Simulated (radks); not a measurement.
Cu28+, 1 electrons, occupied as 7p1 (not the ground configuration).

All-electron calculation, non-relativistic Kohn-Sham, PBE, spin-unpolarised, spherical densities, point nucleus; without spin polarisation the odd electron is poorly described. Program: a radial shooting solver on a logarithmic mesh with Libxc functionals.

Energy parts (Ry):
total: -17.21456
kinetic: 17.20160
electron-nucleus: -34.36428
Hartree: 0.35811
exchange-correlation: -0.40999

Orbitals (lengths in bohr, moments of r in powers of bohr):
| orbital | occ. | eigenvalue (Ry) | <r> |
|---|---|---|---|
| 7p | 1 | -16.97270 | 2.494 |

The highest occupied level is 7p at -230.93 eV. Virial ratio -V/T = 2.00075.
